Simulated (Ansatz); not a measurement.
Ansatz (a program for electronic structure) input (PBE/6-31G* with LANL2DZ past Ar): The .json file joins the Basis Set Exchange's 6-31G* for atoms up to Ar and LANL2DZ past it.

Ansatz 0.2 input:
```yaml
crystal:
  periodic: [false, false, false]
  atoms:
    - {symbol: Cd, position_ang: [0.34110285, 0.02362310, 0.39285555]}
    - {symbol: Cl, position_ang: [1.14225306, 0.37527594, -1.98908894]}
    - {symbol: Cl, position_ang: [-2.10536699, -0.44197646, 0.87984973]}
basis:
  gaussian:
    orbitals: 6-31Gs+LANL2DZ.json
hamiltonian:
  xc: {name: PBE}
total_charge: -1
magnetization: {spin_polarized: true, initial_magnetization: 1}
relax: {f_tol: 0.003, max_steps: 120}
```

What final total energy does it give?

-968.42548 Eh.
